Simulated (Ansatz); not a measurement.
GeH₄S₂⁺, that is Ge(SH)2H2 with one electron fewer. Total charge 1; doublet. Geometry PBE-D4/def2-TZVP, that of the neutral singlet.

```xyz
7

Ge    0.197   -0.080   -0.617
S     0.353    1.854    0.501
H     1.101    1.318    1.495
S    -0.712   -1.708    0.623
H    -1.851   -1.013    0.855
H     1.585   -0.636   -1.010
H    -0.673    0.265   -1.847
```

Task: Estimate the α-spin orbital energies around the gap (eV) in Ansatz with PBE-D4/def2-TZVP, r2SCAN-D4/def2-TZVP, PBE0-D4/def2-TZVP.

Result: 
| orbital | PBE-D4/def2-TZVP | r2SCAN-D4/def2-TZVP | PBE0-D4/def2-TZVP |
| --- | --- | --- | --- |
| HOMO−5 | -15.72 | -16.13 | -17.19 |
| HOMO−4 | -14.51 | -14.91 | -15.89 |
| HOMO−3 | -14.32 | -14.67 | -15.62 |
| HOMO−2 | -13.83 | -14.19 | -15.13 |
| HOMO−1 | -12.83 | -13.19 | -14.15 |
| HOMO | -12.72 | -13.14 | -14.11 |
| LUMO | -7.22 | -6.99 | -6.29 |
| LUMO+1 | -5.88 | -5.53 | -4.98 |
| LUMO+2 | -5.84 | -5.43 | -4.91 |
| LUMO+3 | -5.58 | -5.26 | -4.55 |
| LUMO+4 | -4.77 | -4.37 | -3.81 |
| LUMO+5 | -4.72 | -4.37 | -3.77 |
| β HOMO | -12.20 | -12.33 | -12.93 |
| β LUMO | -11.85 | -11.87 | -11.28 |
